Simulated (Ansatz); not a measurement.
A nudged elastic band was laid between two geometries of BrH + ClF3H2W (9 atoms, charge 0, multiplicity 1).

These are results of Ansatz, RKS B3LYP-D4/def2-SVP, not measurements.

```json
{"movable images": "7", "climbing image": "yes", "spring": "2.0 to 10.0 eV/Å², energy-weighted", "optimiser": "quadratic models (default)", "start path": "through a guess of the saddle point", "force threshold": "0.05 eV/Å", "iteration limit": "60", "end points": "relaxed"}
```

Initial state:

```xyz
9
Properties=species:S:1:pos:R:3
W -0.370 0.136 -0.127
Cl -0.863 0.516 2.135
H 1.099 -0.098 -0.900
F -0.063 1.957 -0.221
F -1.426 -1.382 -0.066
H 0.788 -0.756 0.692
F -0.914 0.154 -1.936
Br 2.879 1.358 1.839
H 1.686 1.315 2.630
```

Final state:

```xyz
9
Properties=species:S:1:pos:R:3
W -0.029 0.290 -0.386
Cl 0.755 0.414 3.354
H 1.048 -0.590 0.548
F -1.013 1.517 0.575
F -1.589 -0.136 -1.376
H -0.645 -0.981 0.518
F 0.829 -0.332 -1.897
Br 1.942 1.795 0.021
H 1.517 1.222 2.688
```

(1) Which bonds break or form, and what moves?

(2) Give the energies along the band, and the barrier.

(3) What is the geometry of the highest image?

Results:

(1) Bonds broken: W1–Cl2, Br8–H9. Bonds formed: W1–Br8, Cl2–H9. BrH + ClF3H2W becomes BrF3H2W + ClH.

(2) It converged. The highest image is number 5 of 0 to 8, 0.70 eV above the first end and 0.67 eV above the last; the last end lies 0.02 eV above the first. The profile has 3 maxima (images 2, 5, 7) with wells between them (images 4, 6): this band takes more than one step, which may be the mechanism or a detour left from its start path. The order of the point at the top wasn't checked. Another band between the same ends, with other settings, climbed to 0.455 eV only, so this may not be the lowest route. The orbitals stay closed-shell, which can raise the energy where a bond breaks towards radicals; this wasn't checked here.

```tsv
image	path coordinate (Å)	energy (eV)	W1–Cl2 (Å)	Br8–H9 (Å)	W1–Br8 (Å)
0	0.00	0.00	2.35	1.43	3.99
1	1.81	0.38	2.34	1.43	4.31
2	3.48	0.43	2.35	1.43	4.45
3	5.14	0.35	2.35	1.43	3.58
4	7.07	0.25	2.32	1.43	3.07
5	8.21	0.70	2.55	1.66	2.75
6	9.35	0.27	2.93	2.59	2.48
7	11.30	0.35	3.14	3.31	2.54
8	13.24	0.02	3.82	2.76	2.51
```

(3) 
```xyz
9
Properties=species:S:1:pos:R:3
W -0.094 0.300 0.026
Cl -0.001 0.496 2.566
H 0.987 -1.100 0.358
F -0.953 2.000 -0.122
F -1.687 -0.527 0.474
H 0.378 -1.383 -0.346
F 0.643 0.538 -1.651
Br 2.220 1.630 0.700
H 1.323 1.246 2.041
```

Run time: 12 min on 4 threads of Arm Neoverse V1, with other jobs on the host, peak memory 0.48 GiB.
